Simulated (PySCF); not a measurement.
**Correlation energy of Ni (nickel, neutral)**

[Ar] 3d8 4s2, high-spin 3F determinant. Computed with PySCF 2.14 in def2-SVP (5s3p2d1f, 31 functions), with no relativity, point nucleus. Frozen: [Ar]; 10 electrons correlated.

MP2 pair energies summed by pair of shells (mhartree):

```
 pair   energy  share (%)
3d-3d  -152.58       82.7
4s-4s   -18.30        9.9
3d-4s   -13.66        7.4
```

Total MP2 correlation energy: -184.54 mhartree.

Same-spin part -65.44 and opposite-spin part -119.10 mhartree; SCS-MP2 scales them by 1/3 and 6/5 to -164.74 mhartree.
